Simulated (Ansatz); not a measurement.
Reaction (redistribution): `[CH3][GeH]([F])[SiH3]` + `BN(C)[SiH2]C` → `C[SiH2]N(C)[SiH3]` + `[BH2][GeH]([CH3])[F]`

Program: Ansatz. Geometries: PBE0-D4/def2-TZVP. ΔE: electronic, gas phase. CCSD(T)/CBS is the MP2 limit (def2-TZVPP, def2-QZVPP) plus CCSD(T) − MP2 in def2-TZVPP, frozen cores. Functionals use def2-TZVPP. For Ge outer-core shells are correlated without core-valence functions, which leaves a few kJ/mol of doubt a bond. Scalar relativity is left out up to krypton. Each species was taken in one conformer, which may not be the lowest.

CCSD(T)/CBS gives +28.5 kcal/mol.

Q: Another level gave +25.2 kcal/mol. Which?
A. PBE/def2-TZVPP
B. ωB97M-V/def2-TZVPP
C. HF/def2-TZVPP
D. PBE0/def2-TZVPP

A: C. HF/def2-TZVPP 25.2, PBE 33.3, ωB97M-V 29.4, PBE0 31.6 kcal/mol.

Largest T1 diagnostic among the species: 0.012.

From PBE to PBE0 (25 % exact exchange), in def2-TZVPP and without D4, ΔE moves by −1.7 kcal/mol. In def2-TZVPP, CCSD(T) changes the Hartree–Fock value by +3.8 kcal/mol (the triples alone add +0.8 kcal/mol) and MP2 by +3.4 kcal/mol.
